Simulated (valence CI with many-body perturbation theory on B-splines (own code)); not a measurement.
## Basis-set convergence for Ta³²⁺

Computed by valence CI with perturbative core correlation (CI+MBPT): five valence electrons over a frozen Dirac-Fock core [Kr], a basis of 7 s, 7 p, 8 d, 6 f, 4 g, 1 h functions for each j, with the one-electron correlation potential Σ1, the two-electron term Σ2, the three-electron term Σ3, Breit, model QED; selected CI, second order for the rest, scaled by the run's own slope (own B-spline code, finite nucleus).

The last digits are not significant, and no measured levels were compared; by estimate large intervals hold to a few tenths of a per cent, small ones and those within an open d or f shell to about a per cent. Among the levels kept, up to 400 cm⁻¹ of a level comes from second order outside the variational space, and about a tenth of that is noise between levels of different J, which matters for small intervals. Only levels of the ground parity were solved; by the run's estimate the other parity begins above the list, which can be wrong where configurations are misplaced.

The reference run has the lowest level (4d3/2^4 4d5/2) J=5/2 and an ionisation energy of 1313.95 eV. Its largest variational space holds 20000 state functions.

Levels are named by their leading jj configuration (3d3/2^4 stands for four electrons in 3d with j = 3/2), which in mixed levels can hold well under half, so a name can repeat and another be missing. Letters in brackets count levels of one name in rising energy.

Changed runs:
A. basis 6 s, 6 p, 5 d, 5 f, 1 g
B. basis 5 s, 5 p, 4 d, 4 f

Excitation energies of the reference run in cm⁻¹, and shifts in cm⁻¹:

```tsv
Level	Reference	A	B
(4d3/2^3 4d5/2^2) J=5/2 [a]	93476	-204	-415
(4d3/2^3 4d5/2^2) J=7/2 [a]	130015	-41	+414
(4d3/2^3 4d5/2^2) J=3/2 [a]	133831	-20	+385
(4d3/2^3 4d5/2^2) J=11/2	137527	+31	+400
(4d3/2^3 4d5/2^2) J=9/2	149106	-8.8	+686
(4d3/2^3 4d5/2^2) J=5/2 [b]	156573	-11	+844
(4d3/2^3 4d5/2^2) J=1/2	163132	+13	+799
(4d3/2^3 4d5/2^2) J=7/2 [b]	172087	+91	+1192
(4d3/2^3 4d5/2^2) J=3/2 [b]	213210	+178	+1329
(4d3/2^2 4d5/2^3) J=5/2 [a]	223130	-133	-28
(4d3/2^2 4d5/2^3) J=7/2 [a]	245063	-154	+321
(4d3/2^2 4d5/2^3) J=11/2	250213	-65	+261
Ionisation energy (eV)	1313.95	-0.08	-0.18
```
